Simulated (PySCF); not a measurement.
## Radial density of Pd⁺ (palladium, charge +1)

UHF, [Kr] 4d9, 2D determinant. Calculation: PySCF 2.14, in aug-cc-pVTZ-PP with ECP28MDF; scalar relativity through the core potential. This is the valence pseudo-density: the core potential removes the inner electrons and smooths the orbitals near the nucleus.

```csv
r (bohr),4πr²ρ (e/bohr),4πr²(ρα − ρβ)
0.0171,1.304e-05,0.0000
0.0288,3.281e-05,0.0000
0.0485,7.513e-05,0.0000
0.0815,0.0002458,0.0000
0.137,0.002273,0.0001
0.231,0.03422,0.0022
0.388,0.7868,0.0356
0.652,9.885,0.3717
1.10,15.43,0.8481
1.85,4.168,0.3546
3.10,0.4022,0.0260
5.22,0.006534,-0.0001
8.78,1.143e-05,0.0000
```

Energies and moments cover only the electrons outside the core potential.
